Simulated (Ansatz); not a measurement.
Cartesian coordinates in Å:
```
C 2.041 0.591 0.505
O 1.043 1.274 1.239
Sn -0.775 0.618 1.283
F -0.689 -1.161 1.983
O -1.392 0.347 -0.529
Si -1.360 -0.861 -1.637
H 2.193 -0.430 0.870
H 2.975 1.144 0.629
H 1.809 0.549 -0.565
H -1.792 1.605 2.191
H -0.021 -1.510 -1.677
H -1.652 -0.268 -2.966
H -2.380 -1.897 -1.326
```

The species carries charge 0 and has multiplicity 1. Sn: def2 effective core potential.

(1) List the r2SCAN/def2-TZVPP orbital energies in eV (Ansatz). (Estimate.)

## Answers

(1) Computed: Occupied: -1791.42, -665.30, -516.04, -515.91, -274.41, -141.79, -138.28, -96.68, -96.63, -96.63, -93.15, -93.11, -93.08, -30.29, -28.27, -27.85, -27.49, -27.47, -27.24, -25.77, -24.99, -17.59, -14.47, -13.13, -11.64, -11.44, -11.33, -10.69, -10.34, -9.75, -9.55, -9.42, -9.30, -8.05, -7.78, -7.47, -7.10. Lowest empty: -2.07, -0.54, -0.35, 0.51, 1.27, 1.37, 1.67, 1.97.
